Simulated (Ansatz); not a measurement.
One change: `BNC(=C)C` becomes `C=CC(=C)C`.

Ansatz, PBE0-D4/def2-TZVP geometries, multiplicity 1. Each molecule was computed in one conformer, which needn't be the lowest.

| property | `BNC(=C)C` |
| --- | --- |
| HOMO energy (ωB97M-V/def2-TZVPP) / eV | -8.88 |
| size of the dipole moment (PBE/def2-TZVPP) / D | 1.20 |
| LUMO energy (ωB97M-V/def2-TZVPP) / eV | 1.27 |
| HOMO energy (PBE/def2-TZVPP) / eV | -5.71 |
| HOMO–LUMO gap (PBE0/def2-TZVPP) / eV | 6.13 |
| HOMO energy (PBE0/def2-TZVPP) / eV | -6.72 |

(1) What does the change do to each property? (Best estimate.)

## Answers

(1) Computed: 
```json
{"property": "HOMO energy (ωB97M-V/def2-TZVPP) / eV", "`C=CC(=C)C`": "-8.82", "shift": "0.06"}
{"property": "size of the dipole moment (PBE/def2-TZVPP) / D", "`C=CC(=C)C`": "0.29", "shift": "-0.91"}
{"property": "LUMO energy (ωB97M-V/def2-TZVPP) / eV", "`C=CC(=C)C`": "1.27", "shift": "0.00"}
{"property": "HOMO energy (PBE/def2-TZVPP) / eV", "`C=CC(=C)C`": "-5.74", "shift": "-0.03"}
{"property": "HOMO–LUMO gap (PBE0/def2-TZVPP) / eV", "`C=CC(=C)C`": "5.94", "shift": "-0.19"}
{"property": "HOMO energy (PBE0/def2-TZVPP) / eV", "`C=CC(=C)C`": "-6.72", "shift": "0.00"}
```

Dipoles are sizes alone; their direction can turn.
